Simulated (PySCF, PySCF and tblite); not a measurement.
A run on one conformer of C₆H₆O₃, numbered as in [CH3:1][C:2](=[O:3])[c:4]1[cH:5][c:6]([OH:7])[cH:8][o:9]1, from an ensemble study. The sound level was PBE0/pcSseg-1 on GFN2-xTB geometries.

Input:

```
{"job": {"xc": "PBE0", "basis": "3-21G", "kind": "nmr", "pop": false}, "charge": 0, "multiplicity": 1}
C     -2.592903     0.266882    -0.173696
C     -1.503068    -0.762340    -0.030700
O     -1.710181    -1.954126     0.040194
C     -0.146328    -0.216647     0.018207
C      1.058290    -0.874327     0.142397
C      2.053121     0.126238     0.135927
O      3.393330    -0.022275     0.232555
C      1.387575     1.320753     0.008644
O      0.065486     1.115111    -0.062243
H     -3.561882    -0.223040    -0.200374
H     -2.550733     0.961565     0.662247
H     -2.439336     0.836106    -1.087795
H      1.190078    -1.934069     0.226078
H      3.604132    -0.959741     0.313292
H      1.748005     2.327898    -0.039232
```

Command: OMP_NUM_THREADS=1 python ens_run.py task.json out

Output:

```
coarse grid: 13496 points
cycle   1  E = -454.6144248294  dE =  1.828e+00  |g| = 9.425e-01  |ddm| = 4.452e+00
cycle   2  E = -454.0982948801  dE =  5.161e-01  |g| = 1.858e+00  |ddm| = 4.150e+00
cycle   3  E = -454.7893499069  dE = -6.911e-01  |g| = 2.258e-01  |ddm| = 3.261e+00
cycle   4  E = -454.7982019502  dE = -8.852e-03  |g| = 1.041e-01  |ddm| = 3.520e-01
cycle   5  E = -454.7999600003  dE = -1.758e-03  |g| = 3.433e-02  |ddm| = 1.271e-01
cycle   6  E = -454.8002024955  dE = -2.425e-04  |g| = 9.203e-03  |ddm| = 4.132e-02
cycle   7  E = -454.8002215565  dE = -1.906e-05  |g| = 2.931e-03  |ddm| = 1.290e-02
cycle   8  E = -454.8002231555  dE = -1.599e-06  |g| = 8.706e-04  |ddm| = 4.117e-03
final grid: 133104 points
cycle   9  E = -454.8439273228  dE = -2.086e-05  |g| = 1.035e-02  |ddm| = 2.855e-02
cycle  10  E = -454.8438789334  dE =  4.839e-05  |g| = 1.890e-02  |ddm| = 3.196e-02
cycle  11  E = -454.8439487591  dE = -6.983e-05  |g| = 1.998e-03  |ddm| = 2.343e-02
cycle  12  E = -454.8439495133  dE = -7.542e-07  |g| = 4.220e-04  |ddm| = 2.361e-03
cycle  13  E = -454.8439495437  dE = -3.038e-08  |g| = 1.392e-04  |ddm| = 5.597e-04
cycle  14  E = -454.8439495473  dE = -3.611e-09  |g| = 6.330e-05  |ddm| = 2.057e-04
cycle  15  E = -454.8439495482  dE = -8.845e-10  |g| = 1.284e-05  |ddm| = 7.646e-05
converged SCF energy = -454.8439495482

GIAO shielding tensors (ppm)
atom      isotropic    diamagn.    paramagn.     s11        s22        s33       span
  0 C      182.443     250.230     -67.787    165.159    172.065    210.107     44.948
  1 C       42.408     235.656    -193.248    -37.635     35.643    129.217    166.852
  2 O     -235.416     398.569    -633.985   -793.523   -288.121    375.394   1168.917
  3 C       71.945     251.604    -179.660     22.989     69.811    123.035    100.046
  4 C      111.045     256.130    -145.086     56.095     98.438    178.602    122.507
  5 C       75.814     253.785    -177.972     32.139     61.865    133.437    101.298
  6 O      274.202     389.530    -115.329    248.499    267.476    306.630     58.130
  7 C       93.277     251.019    -157.742     49.151     92.936    137.745     88.594
  8 O      109.078     397.664    -288.586    -34.707     73.845    288.095    322.802
  9 H       31.260      30.605       0.655     27.962     28.856     36.961      8.999
 10 H       30.336      28.701       1.635     26.552     30.283     34.173      7.622
 11 H       30.338      28.683       1.655     26.560     30.273     34.181      7.621
 12 H       26.695      32.768      -6.073     23.970     27.697     28.418      4.448
 13 H       30.244      30.808      -0.564     22.570     28.019     40.143     17.572
 14 H       26.042      29.220      -3.178     23.343     26.024     28.759      5.415
```

Q: What is wrong with this calculation?

A: The setting at fault: minimal or split-valence basis without polarisation functions. The calculation finished and met its thresholds.
